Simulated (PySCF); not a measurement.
## Telling isomers of C₇H₆N₄Si apart by NMR

No solvent model, one averaged value for each set of equivalent atoms, single conformer, non-relativistic. Shielding tensors at PBE0/pcSseg-1 (GIAO); structure optimised with GFN2-xTB; PySCF.

References, each an isolated molecule treated in the same way: TMS for $^{1}$H (σref 31.72), $^{13}$C (σref 186.93). Where no couplings were computed, multiplicities follow the n + 1 count of equivalent neighbours, and m marks all less simple cases (inequivalent or close neighbours, rings, F or P nearby). Shifts are as computed. Against solution values, carbons near 30 ppm lie about +3 ppm off and those near 130 ppm about +5 ppm. Of 1211 compounds with measured shifts, 218 miss one by over three times the rms of a fit or turn the order of signals round; such compounds aren't used in these exercises. OH and NH positions are gas-phase values without hydrogen bonding to other molecules.

(1) Tabulate the signals of `N#Cc1cccc2nn([SiH3])nc12`, `N#Cc1cc2nn[nH]c2cc1[SiH3]` and their relative energies.

(2) What is the quickest way to tell N#Cc1cccc2nn([SiH3])nc12 from N#Cc1cc2nn[nH]c2cc1[SiH3]?

## Answers

(1) 
```tsv
SMILES	carbon types	δC	δH	E rel. (kcal/mol)
N#Cc1cccc2nn([SiH3])nc12	4×C 3×CH	152.8, 150.5, 140.2, 130.7, 130.5, 121.9, 108.0	8.55 (d, 1H), 8.19 (d, 1H), 7.82 (m, 1H), 5.58 (s, 3H)	0.0
N#Cc1cc2nn[nH]c2cc1[SiH3]	5×C 2×CH	149.7, 141.1, 141.0, 134.0, 124.8, 121.6, 117.7	11.33 (br s, 1H), 8.99 (s, 1H), 8.21 (s, 1H), 4.82 (s, 3H)	9.5
```

Energies are electronic energies at PBE0/pcSseg-1 on these geometries, without zero-point or thermal terms, each for the one conformer computed, which needn't be the lowest.

(2) Both give the same number of carbon signals, but DEPT or the intensities differ. The first has a substituted aromatic carbon (C) at 108.0 ppm, the second a substituted aromatic carbon (C) at 141.0 ppm. Their most deshielded carbons lie at 152.8 and 149.7 ppm. In the proton spectra the most deshielded non-exchanging signals are 8.55 (d, 1H) and 8.99 (s, 1H).
